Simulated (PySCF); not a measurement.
O2Si, charge -1, doublet (typed; the unrestricted solution is spin-contaminated), geometry from GFN2-xTB (a state made from the parent by changing its charge; the spin is typed, not shown lowest) (in this run its highest filled SCF level lies above zero, so its values depend strongly on the basis, on diffuse functions most of all), with bond 3-2 at 2.0 times its length; R2SCAN/cc-pVDZ run with PySCF.

The PySCF input:
```python
from pyscf import gto, scf, dft

mol = gto.M(
    atom='''
O    -1.386605    0.363772   -0.184258
Si   -0.025576   -0.272681    0.199690
O     2.888302    0.499519   -0.530088
''',
    basis='cc-pvdz',
    charge=-1,
    spin=1,
    verbose=4,
)

mf = dft.UKS(mol)
mf.xc = 'r2scan'
mf.conv_tol = 1e-11
mf.kernel()
```

Output, abridged:

```
PySCF version 2.14.0

[INPUT] verbose = 4
[INPUT] num. atoms = 3
[INPUT] num. electrons = 31
[INPUT] charge = -1
[INPUT] spin (= nelec alpha-beta = 2S) = 1
[INPUT] symmetry False subgroup None
[INPUT] Mole.unit = angstrom
[INPUT] Symbol           X                Y                Z      unit          X                Y                Z       unit  Magmom
[INPUT]  1 O     -1.386605000000   0.363772000000  -0.184258000000 AA   -2.620303692953   0.687429451785  -0.348197156260 Bohr   0.0
[INPUT]  2 Si    -0.025576000000  -0.272681000000   0.199690000000 AA   -0.048331635362  -0.515292409373   0.377359409814 Bohr   0.0
[INPUT]  3 O      2.888302000000   0.499519000000  -0.530088000000 AA    5.458099745034   0.943954104017  -1.001721141918 Bohr   0.0

nuclear repulsion = 65.2201007689892
number of shells = 15
number of NR pGTOs = 93
number of NR cGTOs = 46
basis = cc-pvdz
ecp = {}

******** <class 'pyscf.dft.uks.UKS'> ********
method = UKS
initial guess = minao
damping factor = 0
level_shift factor = 0
DIIS = <class 'pyscf.scf.diis.CDIIS'>
diis_start_cycle = 1
diis_space = 8
diis_damp = 0
SCF conv_tol = 1e-11
SCF conv_tol_grad = None
SCF max_cycles = 50
direct_scf = True
direct_scf_tol = 1e-13
number electrons alpha = 16  beta = 15
XC library pyscf.dft.libxc version 7.1.2
    S. Lehtola, C. Steigemann, M. J. T. Oliveira, and M. A. L. Marques,  SoftwareX 7, 1–5 (2018)
XC functionals = r2scan
    J. W. Furness, A. D. Kaplan, J. Ning, J. P. Perdew, and J. Sun,  J. Phys. Chem. Lett. 11, 8208–8215 (2020)
    J. W. Furness, A. D. Kaplan, J. Ning, J. P. Perdew, and J. Sun,  J. Phys. Chem. Lett. 11, 9248–9248 (2020)
    J. W. Furness, A. D. Kaplan, J. Ning, J. P. Perdew, and J. Sun,  J. Phys. Chem. Lett. 11, 8208–8215 (2020)
    J. W. Furness, A. D. Kaplan, J. Ning, J. P. Perdew, and J. Sun,  J. Phys. Chem. Lett. 11, 9248–9248 (2020)
radial grids:
    Treutler-Ahlrichs [JCP 102, 346 (1995); DOI:10.1063/1.469408] (M4) radial grids

becke partition: Becke, JCP 88, 2547 (1988); DOI:10.1063/1.454033
pruning grids: <function nwchem_prune>
grids dens level: 3
symmetrized grids: False
atomic radii adjust function: <function treutler_atomic_radii_adjust>
small_rho_cutoff = 0
Set gradient conv threshold to 3.16228e-06
tot grids = 47344
init E= -439.590685642214

cycle= 1 E= -438.702771595496  delta_E= 0.888  |g|= 1.25  |ddm|=  1.2
cycle= 2 E= -427.027275943309  delta_E= 11.7  |g|= 2.78  |ddm|= 3.56
cycle= 3 E= -436.835259336774  delta_E= -9.81  |g|= 2.06  |ddm|= 3.53
cycle= 4 E= -435.616146773303  delta_E= 1.22  |g|= 1.93  |ddm|= 2.37
cycle= 5 E= -438.952742131724  delta_E= -3.34  |g|= 0.91  |ddm|= 2.27
cycle= 6 E= -439.656375753657  delta_E= -0.704  |g|= 0.327  |ddm|= 0.918
cycle= 7 E= -439.742200894087  delta_E= -0.0858  |g|= 0.0867  |ddm|= 0.403
cycle= 8 E= -439.747374356876  delta_E= -0.00517  |g|= 0.0707  |ddm|= 0.131
cycle= 9 E= -439.749951798105  delta_E= -0.00258  |g|= 0.0401  |ddm|= 0.0625
cycle= 10 E= -439.752098190952  delta_E= -0.00215  |g|= 0.00971  |ddm|= 0.118
cycle= 11 E= -439.752251974459  delta_E= -0.000154  |g|= 0.0148  |ddm|= 0.0414
cycle= 12 E= -439.752304611053  delta_E= -5.26e-05  |g|= 0.0144  |ddm|= 0.00688
cycle= 13 E= -439.752425438921  delta_E= -0.000121  |g|= 0.0124  |ddm|= 0.0162
cycle= 14 E= -439.75279143295  delta_E= -0.000366  |g|= 0.00541  |ddm|= 0.0723
cycle= 15 E= -439.752814458426  delta_E= -2.3e-05  |g|= 0.0107  |ddm|= 0.053
cycle= 16 E= -439.752855153521  delta_E= -4.07e-05  |g|= 0.00767  |ddm|= 0.00437
cycle= 17 E= -439.752903775239  delta_E= -4.86e-05  |g|= 0.00159  |ddm|= 0.0133
cycle= 18 E= -439.752905603544  delta_E= -1.83e-06  |g|= 0.00151  |ddm|= 0.00767
cycle= 19 E= -439.75290737061  delta_E= -1.77e-06  |g|= 0.000374  |ddm|= 0.00292
cycle= 20 E= -439.75290746873  delta_E= -9.81e-08  |g|= 8.83e-05  |ddm|= 0.000582
cycle= 21 E= -439.752907476953  delta_E= -8.22e-09  |g|= 4.13e-05  |ddm|= 0.000235
cycle= 22 E= -439.752907479782  delta_E= -2.83e-09  |g|= 1.75e-05  |ddm|= 0.000146
cycle= 23 E= -439.752907481574  delta_E= -1.79e-09  |g|= 1.7e-05  |ddm|= 0.000123
cycle= 24 E= -439.752907483586  delta_E= -2.01e-09  |g|= 1.51e-05  |ddm|= 0.000129
cycle= 25 E= -439.75290748721  delta_E= -3.62e-09  |g|= 1.34e-05  |ddm|= 0.000248
cycle= 26 E= -439.75290749465  delta_E= -7.44e-09  |g|= 1.1e-05  |ddm|= 0.000597
cycle= 27 E= -439.752907502545  delta_E= -7.89e-09  |g|= 8.74e-06  |ddm|= 0.000909
cycle= 28 E= -439.752907505892  delta_E= -3.35e-09  |g|= 7.54e-06  |ddm|= 0.000694
cycle= 29 E= -439.752907506816  delta_E= -9.23e-10  |g|= 5.56e-06  |ddm|= 0.000392
cycle= 30 E= -439.752907506976  delta_E= -1.61e-10  |g|= 4.19e-06  |ddm|= 0.000128
cycle= 31 E= -439.752907507044  delta_E= -6.75e-11  |g|= 1.49e-06  |ddm|= 8.14e-05
cycle= 32 E= -439.75290750705  delta_E= -6.25e-12  |g|= 1.2e-06  |ddm|= 3.32e-05
Extra cycle  E= -439.752907507017  delta_E= 3.37e-11  |g|= 6.95e-06  |ddm|= 1.04e-05
converged SCF energy = -439.752907507017  <S^2> = 0.86357401  2S+1 = 2.1105203
```
